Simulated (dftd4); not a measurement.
C7H5N, charge -1, doublet, at a GFN2-xTB geometry (a state made from the parent by changing its charge; the spin is typed, not shown lowest); D4 for b3lyp (dftd4).

Here is a job for dftd4.
```
$ dftd4 mol.xyz --func b3lyp --charge -1 --json dftd4.json --noedisp --property

# file mol.xyz
13

N      3.14477028     0.55962815     0.02102041
C      1.98836060     0.35383906     0.01329069
C      0.63963724     0.11382676     0.00427549
C     -0.31643688     1.18338098     0.09267460
C     -1.65509743     0.92942545     0.08252361
C     -2.15309489    -0.38315438    -0.01439181
C     -1.23165529    -1.44313803    -0.10181937
C      0.11244861    -1.21968175    -0.09403811
H      0.05563323     2.20050760     0.16787074
H     -2.36035453     1.75536716     0.15055924
H     -3.21939165    -0.57290741    -0.02151920
H     -1.60774906    -2.46151173    -0.17708301
H      0.81349831    -2.04584114    -0.16206125
```

The log (banner, timings and long lists left out):

```
                    ____  _____ _____     ____  _  _
      -------------|  _ \|  ___|_   _|---|  _ \| || |------------
     |             | | | | |_    | | ___ | | | | || |_           |
     |             | |_| |  _|   | ||___|| |_| |__   _|          |
     |             |____/|_|     |_|     |____/   |_|            |
     |             ===================================           |
     |            E. Caldeweyher, S. Ehlert & S. Grimme          |
     |          Mulliken Center for Theoretical Chemistry        |
     |                    University of Bonn                     |
      -----------------------------------------------------------

Rational (Becke-Johnson) damping: b3lyp-D4-ATM
---------------------
  s6         1.0000
  s8         2.0293
  s9         1.0000
  a1         0.4087
  a2         4.5381
 alp        16.0000
--------------------

Atomic data, radii in Ångström:
------------------------------------------------------
   Z          R(cov)      r4/r2   hardness         EN
------------------------------------------------------
   7 N        0.9467     1.4350     0.5044     3.0400
   6 C        1.0000     1.6431     0.4220     2.5500
   1 H        0.4267     1.0622     0.4726     2.2000
------------------------------------------------------

Atomic reference systems (in atomic units):
----------------------------------------------------------------------------
   Z        #      CN     q+Z       C6(AA)   #      CN     q+Z       C6(AA)
----------------------------------------------------------------------------
   7 N      1  0.0000  7.0000      25.3714   2  0.8583  6.6470      32.5496
            3  1.8399  6.6987      28.5877   4  2.5804  6.1757      42.3910
            5  0.9809  7.0000      18.1534
   6 C      1  0.0000  6.0000      49.3833   2  0.9189  5.8288      52.1688
            3  1.9079  5.8579      35.6972   4  2.8312  5.7775      35.8445
            5  3.7487  5.7435      28.6317   6  2.9183  5.8956      32.2504
            7  0.8556  6.2103      25.6194
   1 H      1  0.0000  1.0000       7.6362   2  0.8942  1.0000       3.0374
----------------------------------------------------------------------------

Atomic properties (in atomic units):
----------------------------------------------------------------------------
     #    Z              CN          q      C6(AA)        C8(AA)   alpha(0)
----------------------------------------------------------------------------
     1    7 N        0.9110    -0.5694     34.8993      769.9059     8.5512
     2    6 C        1.9074     0.0607     30.0748      869.8143     8.8465
     3    6 C        2.9601    -0.0310     30.3089      876.5853     9.0018
     4    6 C        2.9152    -0.1402     33.2908      962.8280     9.4316
     5    6 C        2.9086    -0.1599     33.8650      979.4348     9.5121
     6    6 C        2.9121    -0.1619     33.9228      981.1063     9.5205
     7    6 C        2.9086    -0.1599     33.8650      979.4348     9.5121
     8    6 C        2.9152    -0.1402     33.2908      962.8280     9.4316
     9    1 H        0.9250     0.0718      2.0654       24.9673     2.2474
    10    1 H        0.9247     0.0534      2.2780       27.5372     2.3603
    11    1 H        0.9253     0.0513      2.3040       27.8520     2.3737
    12    1 H        0.9247     0.0534      2.2780       27.5372     2.3603
    13    1 H        0.9250     0.0718      2.0654       24.9673     2.2474
----------------------------------------------------------------------------

Molecular properties (in atomic units):
----------------------------------------
 molecular C6                2838.2933
 molecular C8               72054.1767
----------------------------------------

Dispersion energy:      -2.3694838995973E-02 Eh

[Info] JSON dump of results written to 'dftd4.json'
```
